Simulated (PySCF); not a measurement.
**Dipole response of In (indium, neutral)**

[Kr] 4d10 5s2 5p1, 2P determinant. All numbers are calculated (PySCF 2.14, scalar relativity through the core potential, in aug-cc-pV5Z-PP with ECP28MDF (8s8p6d4f3g2h, 139 functions)). Coupled (time-dependent) response in atomic units; α is the mean over directions.

```json
{"method": "PBE0", "mean α (bohr³)": "74.96", "α xx, yy, zz": "58.11, 108.7, 58.11", "C₆ (like pair)": "772.3", "S(−4)": "3653"}
{"method": "BP86", "mean α (bohr³)": "78.38", "α xx, yy, zz": "58.80, 117.5, 58.80", "C₆ (like pair)": "796.6", "S(−4)": "4448"}
```

S(−4) is the Cauchy moment in α(ω) = α(0) + S(−4) ω² + …

Reference α: 65 ± 4 bohr³ (recommended; Schwerdtfeger and Nagle, table of static dipole polarizabilities (2023 update)). Published C₆: 779.0 (Chu and Dalgarno (2004); Tang, Norbeck and Certain (1976)).

Spin-orbit coupling is absent.

α(iu) at BP86:

| u (hartree) | α(iu) (bohr³) |
| --- | --- |
| 0 | 78.38 |
| 0.0500 | 69.28 |
| 0.100 | 54.03 |
| 0.200 | 33.13 |
| 0.300 | 22.16 |
| 0.500 | 12.19 |
| 0.750 | 7.365 |
| 1.00 | 5.146 |
| 1.50 | 3.092 |
| 2.00 | 2.122 |
| 3.00 | 1.196 |
| 5.00 | 0.5278 |

The components differ because the open shell of this determinant is not spherical; for a pure term their mean is the scalar polarisability.

Energies and moments cover only the electrons outside the core potential.
